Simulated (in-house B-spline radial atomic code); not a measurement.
**How G0W0 and RPA depend on the start: Mo II (Mo+)**

Configuration [Kr] 4d5, highest spin. Computed with a B-spline radial code for spherical atoms: all electrons, scalar-relativistic (spin-free one-electron X2C), finite nucleus, each spin shell either full or empty, empty states to l = 9 with an (l + 1/2)⁻⁴ tail; G0W0 by contour deformation at full frequency.

```
            start  mean-field 4d up (eV)  G0W0 (eV)  QP weight  RPA correlation (Eh)
     Hartree-Fock                -16.352    -16.633      0.944               -2.8001
         LDA VWN5                -11.553    -16.189      0.811               -3.0743
              PBE                -11.425    -16.062      0.800                -3.068
             PBE0                -12.786    -16.027      0.655                 -2.99
           r2SCAN                -11.589    -16.064      0.824               -3.0182
            HSE06                -12.376    -16.354      0.738               -2.9983
  B3LYP (VWN-RPA)                -12.386    -16.454      0.708               -3.0074
             SCAN                -11.580    -16.075      0.824               -3.0175
             TPSS                -11.313    -16.005      0.800               -3.0526
        BHandHLYP                -13.873    -16.385      0.904               -2.9233
        CAM-B3LYP                -13.996    -16.491      0.904               -2.9702
          LC-wPBE                -15.438          ?          ?                     ?
            wB97X                -14.839          ?          ?                     ?
           PBEsol                -11.423    -16.108      0.805               -3.0698
             BLYP                -11.132    -16.056      0.789               -3.0714
          r2SCAN0                -12.945    -16.098      0.788               -2.9583
LDA exchange-only                -10.725    -16.207      0.756               -3.0762
```

What G0W0 level, weight and RPA correlation energy follow from the wB97X start?

G0W0 level -16.445 eV, weight 0.926, RPA correlation -2.9511 hartree.

What G0W0 level, weight and RPA correlation energy follow from the LC-wPBE start?

G0W0 level -16.543 eV, weight 0.931, RPA correlation -2.9628 hartree.

How much of the dependence on the start does G0W0 remove?

The mean-field levels span 5.63 eV and the G0W0 levels 0.628 eV. Against 16.16 ± 0.12 eV (NIST, semi-empirical) the G0W0 removal energies are off by -0.15 to +0.47 eV, with spin-orbit coupling, Breit and QED terms left out.
